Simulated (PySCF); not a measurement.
Working out the excitation energy of N

N [He] 2s2 2p3 (4S) → N [He] 2s1 2p4 (4P). Calculation: PySCF 2.14, in aug-cc-pwCVDZ; no relativity, point nucleus. Frozen: 1s2. Energies in hartree (1 hartree = 27.21139 eV):

| part | N (lower) | N (upper) |
| --- | --- | --- |
| UHF | -54.393265 | -53.989898 |
| CCSD correlation | -0.096154 | -0.098388 |
| (T) | -0.001357 | -0.003746 |

What does Hartree-Fock give?

(-53.989898) − (-54.393265) = 0.403367 hartree = 10.976 eV.

What do CCSD and CCSD(T) give?

The CCSD correlation energies differ by -0.002234 hartree = -0.061 eV and the triples by -0.002389 hartree = -0.065 eV, so CCSD gives 10.915 eV and CCSD(T) 10.850 eV.

Measured between the centres of the two terms (NIST): 10.927 eV, so CCSD(T) (valence) is off by -0.077 eV.

A double-zeta basis recovers only part of the correlation energy.

The coupled-cluster amplitudes are large, so a single reference is strained.

What remains against the reference includes basis incompleteness, the frozen core and higher excitations.
